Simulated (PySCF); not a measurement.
B(F)2(OH) (BF2HO), SMILES OB(F)F. Atoms are numbered in the order given.

```xyz
5

B     -0.0153     0.0161     0.0000
F      1.3040     0.2023     0.0000
F     -0.7972     1.0818     0.0000
O     -0.5693    -1.2131     0.0000
H      0.0703    -1.9325     0.0000
```
Charge 0, spin multiplicity 1.

The structure is a stationary point at B3LYP-D3(BJ)/def2-TZVP. The values are those of a single conformer.

Computed with PBE0/pcJ-1 in PySCF.

Isotropic couplings with Fermi-contact, spin-dipole and both spin-orbit terms, one fixed conformer, no vibrational averaging. Isotopes: 11B, 19F, 1H.

### Question
Estimate the spin–spin coupling constants. (The exact figures need the calculation; the answer reports its results.)

### Answer

| pair | bonds apart | J (Hz) |
|---|---|---|
| B1–F2 | 1 | -94.2 |
| B1–F3 | 1 | -52.1 |
| B1–H5 | 2 | -1.8 |
| F2–F3 | 2 | -148.5 |
| F2–H5 | 3 | -6.1 |
| F3–H5 | 3 | 19.2 |
